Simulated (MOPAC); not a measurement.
A run for MOPAC: PM6 on ammonia borane (SMILES [BH3-][NH3+]), a point of a bond scan (R = 1.329 Å).

```
PM6 1SCF PRECISE CHARGE=0 THREADS=1
BH6N

B     -0.92028643 1     0.13156152 1    -0.01951483 1
N      0.72087107 1    -0.10305367 1     0.01528619 1
H     -1.36508425 1    -0.69728321 1    -0.95836112 1
H     -1.06228529 1     1.29862046 1    -0.29795625 1
H     -1.29883588 1    -0.14977972 1     1.09281033 1
H      0.94520012 1    -1.06717851 1     0.24390556 1
H      1.15844162 1     0.49379687 1     0.71129516 1
H      1.13746216 1     0.11004268 1    -0.88647256 1
```

Program output:

```
*******************************************************************************
 **                                                                           **
 **                              MOPAC v23.2.5                                **
 **                                                                           **
 *******************************************************************************
 ** MOPAC's Digital Object Identifier: https://doi.org/10.5281/zenodo.6511958 **
 **                                                                           **
 ** Please cite the open-source release paper for use of this MOPAC version:  **
 ** J. E. Moussa and J. J. P. Stewart (2026)                                  **
 ** MOPAC: An open-source semiempirical molecular orbital program             **
 ** J. Open Source Softw., 11(119), 8025, https://doi.org/10.21105/joss.08025 **
 *******************************************************************************

                              PM6 CALCULATION RESULTS

 *******************************************************************************
 *  PM6        - The PM6 Hamiltonian to be used
 *
 *
 *
 *                 CHARGE ON SYSTEM = 0
 *
 *
 *
 *  PRECISE    - TIGHTER CRITERIA TO BE USED
 *  1SCF       - DO 1 SCF AND THEN STOP
 *  THREADS=1  - MULTI-THREADING NOT USED
 *  T=         - A TIME OF 172800.0 SECONDS REQUESTED
 *  DUMP=N     - RESTART FILE WRITTEN EVERY 7200.0 SECONDS REQUESTED
 *******************************************************************************
PM6 1SCF PRECISE CHARGE=0 THREADS=1
 BH6N

   ATOM   CHEMICAL          X               Y               Z
  NUMBER   SYMBOL      (ANGSTROMS)     (ANGSTROMS)     (ANGSTROMS)

     1       B         -0.92028643  *   0.13156152  *  -0.01951483  *
     2       N          0.72087107  *  -0.10305367  *   0.01528619  *
     3       H         -1.36508425  *  -0.69728321  *  -0.95836112  *
     4       H         -1.06228529  *   1.29862046  *  -0.29795625  *
     5       H         -1.29883588  *  -0.14977972  *   1.09281033  *
     6       H          0.94520012  *  -1.06717851  *   0.24390556  *
     7       H          1.15844162  *   0.49379687  *   0.71129516  *
     8       H          1.13746216  *   0.11004268  *  -0.88647256  *



          CARTESIAN COORDINATES

    NO.       ATOM           X           Y           Z

     1         B         -0.9203      0.1316     -0.0195
     2         N          0.7209     -0.1031      0.0153
     3         H         -1.3651     -0.6973     -0.9584
     4         H         -1.0623      1.2986     -0.2980
     5         H         -1.2988     -0.1498      1.0928
     6         H          0.9452     -1.0672      0.2439
     7         H          1.1584      0.4938      0.7113
     8         H          1.1375      0.1100     -0.8865

 General Reference for PM6:
 "Optimization of Parameters for Semiempirical Methods V: Modification of NDDO Approximations
 and Application to 70 Elements", J. J. P. Stewart, J. Mol. Mod., 13, 1173-1213 (2007)
 URL: https://link.springer.com/article/10.1007/s00894-007-0233-4

           Empirical Formula: H6 N B  =     8 atoms



      MOLECULAR POINT GROUP   :   Cs


      RHF CALCULATION, NO. OF DOUBLY OCCUPIED LEVELS = 7


 -------------------------------------------------------------------------------
 PM6 1SCF PRECISE CHARGE=0 THREADS=1
 BH6N



     1SCF WAS SPECIFIED, SO BFGS WAS NOT USED
     SCF FIELD WAS ACHIEVED


                              PM6 CALCULATION
                                                       MOPAC v23.2.5 Linux




          FINAL HEAT OF FORMATION =        -11.36270 KCAL/MOL =     -47.54155 KJ/MOL


          COSMO AREA              =         78.41 SQUARE ANGSTROMS
          COSMO VOLUME            =         59.19 CUBIC ANGSTROMS

          IONIZATION POTENTIAL    =         10.045420 EV
          HOMO LUMO ENERGIES (EV) =        -10.045  1.626
          NO. OF FILLED LEVELS    =          7
          MOLECULAR WEIGHT        =         30.8641         POINT GROUP:  Cs

          MOLECULAR DIMENSIONS (Angstroms)

            Atom       Atom       Distance
            H     7    H     3     3.25186
            H     8    H     5     2.99677
            H     6    H     4     2.90001


          SCF CALCULATIONS        =          1





   ATOM   CHEMICAL          X               Y               Z
  NUMBER   SYMBOL      (ANGSTROMS)     (ANGSTROMS)     (ANGSTROMS)

     1       B         -0.92028643  *   0.13156152  *  -0.01951483  *
     2       N          0.72087107  *  -0.10305367  *   0.01528619  *
     3       H         -1.36508425  *  -0.69728321  *  -0.95836112  *
     4       H         -1.06228529  *   1.29862046  *  -0.29795625  *
     5       H         -1.29883588  *  -0.14977972  *   1.09281033  *
     6       H          0.94520012  *  -1.06717851  *   0.24390556  *
     7       H          1.15844162  *   0.49379687  *   0.71129516  *
     8       H          1.13746216  *   0.11004268  *  -0.88647256  *

                             CARTESIAN COORDINATES

   1    B       -0.920286430     0.131561520    -0.019514830
   2    N        0.720871070    -0.103053670     0.015286190
   3    H       -1.365084250    -0.697283210    -0.958361120
   4    H       -1.062285290     1.298620460    -0.297956250
   5    H       -1.298835880    -0.149779720     1.092810330
   6    H        0.945200120    -1.067178510     0.243905560
   7    H        1.158441620     0.493796870     0.711295160
   8    H        1.137462160     0.110042680    -0.886472560


           Empirical Formula: H6 N B  =     8 atoms



      MOLECULAR POINT GROUP   :   Cs


                  EIGENVALUES
 -33.28552 -18.42612 -18.42597 -18.06549 -12.98627 -10.32357 -10.04542   1.62622
   3.23766   4.71780   4.76202   4.96113   6.19386   6.55419


              NET ATOMIC CHARGES AND DIPOLE CONTRIBUTIONS

  ATOM NO.   TYPE          CHARGE      No. of ELECS.   s-Pop       p-Pop
    1          B          -0.807525        3.8075     1.15666     2.65086
    2          N          -0.113563        5.1136     1.41313     3.70044
    3          H           0.096266        0.9037     0.90373
    4          H           0.095000        0.9050     0.90500
    5          H           0.095000        0.9050     0.90500
    6          H           0.211613        0.7884     0.78839
    7          H           0.211596        0.7884     0.78840
    8          H           0.211613        0.7884     0.78839
 DIPOLE           X         Y         Z       TOTAL
 POINT-CHG.     4.762    -0.723     0.057     4.817
 HYBRID         1.045    -0.122     0.051     1.053
 SUM            5.807    -0.845     0.108     5.869


          ATOMIC ORBITAL ELECTRON POPULATIONS

     Atom    s        px        py        pz
    1  B   1.15666   0.55934   1.04137   1.05014
    2  N   1.41313   1.33679   1.18344   1.18021
    3  H   0.90373
    4  H   0.90500
    5  H   0.90500
    6  H   0.78839
    7  H   0.78840
    8  H   0.78839

 **********************
 *                    *
 * JOB ENDED NORMALLY *
 *                    *
 **********************




 == MOPAC DONE ==
```

The run finished.

Cost: around 0.020 core-seconds (rough).
